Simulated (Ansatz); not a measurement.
Program: Ansatz. Geometries: PBE0-D4/def2-TZVP. ΔE: electronic, gas phase. CCSD(T)/CBS is the MP2 limit (def2-TZVPP, def2-QZVPP) plus CCSD(T) − MP2 in def2-TZVPP, frozen cores. This one scheme is used for every species. DFT in def2-TZVPP. HSE06 is defined as in plane-wave codes. For Br, Ga outer-core shells are correlated without core-valence functions, which leaves a few kJ/mol of doubt a bond. Scalar relativity is left out up to krypton. One conformer a species, not always the lowest.

`[CH3][Ga]([F])[Br]` + H₂S → `[CH3][Ga]([SH])[Br]` + H–F  (ligand exchange at a Ga–F bond)

```csv
level,ΔE (kJ/mol)
LDA (SPW92),-10.5
r2SCANh-D4,-4.4
HSE06-D4,-12.8
r2SCAN0,-5.6
LC-ωPBE,2.7
HF/def2-SVP,17.1
MP2/def2-QZVPP,-13.4
HF/CBS(def2),13.8
```

Q: What does CCSD(T)/CBS give? (Estimate.)

A: Computed: -11.1 kJ/mol. The listed levels differ from it by 0.6, 6.7, -1.7, 5.5, 13.8, 28.2, -2.3, 24.9 kJ/mol.

Largest T1 diagnostic among the species: 0.011.

At CCSD(T), def2-SVP lies +23.5 kJ/mol from the extrapolated value and def2-TZVPP +5.7 kJ/mol. From r2SCAN to r2SCAN0 (25 % exact exchange), in def2-TZVPP and without D4, ΔE moves by −4.7 kJ/mol.

CCSD(T)/CBS has its own doubt, a few kJ/mol and more with outer-core shells, so smaller differences from it don't rank the levels.
